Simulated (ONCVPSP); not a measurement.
# osmium: one change to an ONCV potential, before and after

- Element: Os
- Generator: ONCVPSP 4.0.1
- Type: optimised norm-conserving Vanderbilt (ONCV)
- Functional: LDA (Perdew-Zunger)
- Relativity: scalar-relativistic
- Frozen core: [Kr] 4d10 4f14
- Valence charge: 16
- Reference configuration: 5s2 5p6 5d7 6s1
- Partial waves: 5s+6s: rc 1.80 bohr, ncon 4, nbas 7, qcut 5.3 1/bohr, 2 projectors; 5p: rc 1.50 bohr, ncon 4, nbas 9, qcut 8.6 1/bohr, 2 projectors, debl 2.2 Ha; 5d: rc 1.70 bohr, ncon 3, nbas 6, qcut 5.7 1/bohr, 2 projectors, debl 1.3 Ha
- Local potential: polynomial inside 1.05 bohr (lpopt 4, dvloc0 0 Ha)
- Core correction: none

Change: s: qcut 7.6; p: qcut 12.3; d: qcut 8.1.

Cutoffs: the cutoffs (Ha) at which the residual kinetic energy of the hardest occupied pseudo-wave falls to 1 and 0.1 mHa per electron; they do not see the model core or the augmentation charge, which bear on the density cutoff. Errors are all-electron minus pseudo energies relative to the spin-unpolarised reference configuration.

Task: What does the change do?

Result: The potential gets harder (27 Ha and 32 Ha → 39 Ha and 47 Ha); of the 3 tests that both files solve, the error grows in 1 and shrinks in 2 by more than 15 % and 0.3 meV (median size 0.7 → 2.2 meV); the range in which the s phases agree widens (upper end 3.8 → at the end of the scan); neither file shows a bound ghost.

```tsv
quantity	base	changed
cutoff, loose	27 Ha	39 Ha
cutoff, tight	32 Ha	47 Ha
loose cutoff by channel	s 12 Ha, p 27 Ha, d 15 Ha	s 19 Ha, p 39 Ha, d 17 Ha
bound ghosts	none	none
GHOST(+) flags under 300 eV	s at 123.1 eV	s at 176.8 eV
tests with a reliable result	3 of 4	3 of 4
error for 5s2 5p6 5d6 6s2, meV [ΔE -0.36 eV]	+0.6	+2.2
error for 5s2 5p6 5d6 6s1, meV [ΔE 9.51 eV]	-0.7	0.0
error for 5s2 5p6 5d6 6s0, meV [ΔE 26.79 eV]	-6.7	-5.0
s: phases at 1.82 bohr within 0.05 rad from the reference energy up to (Ha; the scan ends near 5)	3.8	to the end of the scan
p: phases at 1.52 bohr within 0.05 rad from the reference energy up to (Ha; the scan ends near 5)	to the end of the scan	to the end of the scan
d: phases at 1.73 bohr within 0.05 rad from the reference energy up to (Ha; the scan ends near 5)	to the end of the scan	4.8
```
